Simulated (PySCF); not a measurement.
# Orbital energies and ionisation energy

Species: C8H11N.
SMILES with atom numbers: `[CH3:1][c:2]1[cH:3][cH:4][cH:5][c:6]([CH3:7])[c:8]1[NH2:9]` (hydrogens: H10, H11, H12 on C1; H13 on C3; H14 on C4; H15 on C5; H16, H17, H18 on C7; H19, H20 on N9)

Geometry (PBE0-D3(BJ)/def2-SVP, Å), atoms numbered from 1 in this order:
```xyz
20
C8H11N angstrom
C     -2.4799   -0.7548   -0.4146
C     -1.2355    0.0781   -0.3325
C     -1.2965    1.4663   -0.2081
C     -0.1418    2.2392   -0.1188
C      1.0986    1.6075   -0.1513
C      1.2067    0.2222   -0.2748
C      2.5427   -0.4586   -0.2972
C      0.0285   -0.5496   -0.3713
N      0.1120   -1.9303   -0.4463
H     -3.3812   -0.1314   -0.3420
H     -2.5212   -1.5020    0.3965
H     -2.5441   -1.3097   -1.3685
H     -2.2784    1.9472   -0.1790
H     -0.2079    3.3247   -0.0215
H      2.0150    2.2000   -0.0778
H      2.6349   -1.1968    0.5180
H      2.7142   -1.0012   -1.2449
H      3.3605    0.2664   -0.1873
H     -0.6940   -2.4063   -0.8287
H      0.9855   -2.3069   -0.7891
```

Level: CAM-B3LYP/def2-SVPD (PySCF). Frontier orbitals with their largest atomic shares (Löwdin; up to four atoms above 4 %):

| orbital | ε (eV) | main atoms |
| --- | --- | --- |
| HOMO−3 | -10.81 | C8 12 %, C5 11 %, C3 11 %, C2 11 % |
| HOMO−2 | -10.32 | N9 30 %, C4 17 %, C5 12 %, C3 12 % |
| HOMO−1 | -7.91 | C3 20 %, C5 20 %, C2 18 %, C6 18 % |
| HOMO | -6.95 | ? |
| LUMO | 1.22 | C2 17 %, C6 17 %, C5 17 %, C3 16 % |
| LUMO+1 | 1.23 | C1 13 %, C7 13 %, H19 9 %, H20 9 % |
| LUMO+2 | 1.49 | C4 20 %, C8 20 %, C3 11 %, C5 11 % |

Task: What vertical ionisation energy does ΔSCF give, and how far is −ε(HOMO) from it?

Result: ΔSCF: 7.57 eV (730 kJ/mol; threshold wavelength 164 nm); ⟨S²⟩ of the doublet left behind is 0.781, against 0.75 for a pure doublet. −ε(HOMO) is 6.95 eV, 0.62 eV below it. In exact Kohn–Sham theory the two would be equal; CAM-B3LYP (range-separated hybrid) falls short of its own ΔSCF value by 8 %. Holes in the HOMO−1 and HOMO−2 were tried too where these lie within 1.2 eV of the HOMO; the lowest converged state counts.

Task: On which atoms does the HOMO lie?

Result: N9 (aniline-type nitrogen) 22 %, C4 (aromatic CH carbon) 18 %, C8 (aromatic carbon bearing nitrogen) 16 %, C6 (substituted aromatic carbon) 10 %, so no atom holds as much as 40 %. The HOMO−1 lies 0.96 eV lower.

Task: How many of the 10 lowest singlet excitations (vertical TDDFT, same level) lie below the ionisation energy?

Result: All 10; they run from 4.99 to 7.19 eV.

Task: Shift the occupied levels rigidly so that −ε(HOMO) equals the ΔSCF value. What binding energies result?

Result: The shift is +0.62 eV: HOMO 7.57, HOMO−1 8.53, HOMO−2 10.94, HOMO−3 11.43 eV. A rigid shift is only a rough guide to the deeper ionisations.

Isolated species at its PBE0-D3(BJ)/def2-SVP geometry, gas phase.

The run behind these numbers computed excited states and ΔSCF ions as well. The run took 4.2 min of wall time on an Arm Neoverse V1 with one thread, on a shared host.
